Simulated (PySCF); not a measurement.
Geometry (Å), atoms numbered from 1 in this order:
```xyz
9

F    -1.8496    0.3737    1.5574
Si   -1.6036   -0.1461    0.0412
S     0.0775   -1.4625   -0.0318
Si    1.6217    0.0123   -0.0520
F     1.8429    0.5832   -1.5536
H    -2.7851   -0.9363   -0.3817
H    -1.3633    1.0560   -0.7973
H     2.8695   -0.6636    0.3774
H     1.2479    1.1658    0.8061
```

Geometry: PBE0-D3(BJ)/def2-SVP; GIAO shifts from PySCF, gas phase, non-relativistic, averaged over equivalent atoms.

At LC-wPBE/pcSseg-2 (257 basis functions, 42 s wall time on 1 thread of an Arm Neoverse V1, shared host):
| atoms | δ (ppm) |
| --- | --- |
| F1/F5 | -157.0 |
| Si2/Si4 | 2.7 |
| S3 | -170.0 |
| H6/H7/H8/H9 | 5.50 |

Chemical shifts δ = σref − σ; 19F (203.63 ppm) vs CFCl3; 29Si (346.67 ppm), 1H (31.32 ppm) vs TMS; 33S (500.63 ppm) vs CS2, all at this level.

What do these become at HF/pcSseg-2?

## Answers


```
      atoms  δ at HF/pcSseg-2  change
      F1/F5            -133.0   +24.0
    Si2/Si4             -14.7   -17.4
         S3            -200.7   -30.7
H6/H7/H8/H9              5.05   -0.45
```

References, each an isolated molecule treated in the same way: 19F (σref 245.28) vs CFCl3; 29Si (σref 382.96) and 1H (σref 31.68) against TMS; CS2 for 33S (σref 522.21).

The largest change is at S3 (sulfur bonded to 2 Si). Cost: 257 basis functions, 20 s wall time on 1 thread of an Arm Neoverse V1, shared host.

Unscaled 19F shifts against computed CFCl3 carry errors that often reach 10 to 50 ppm.
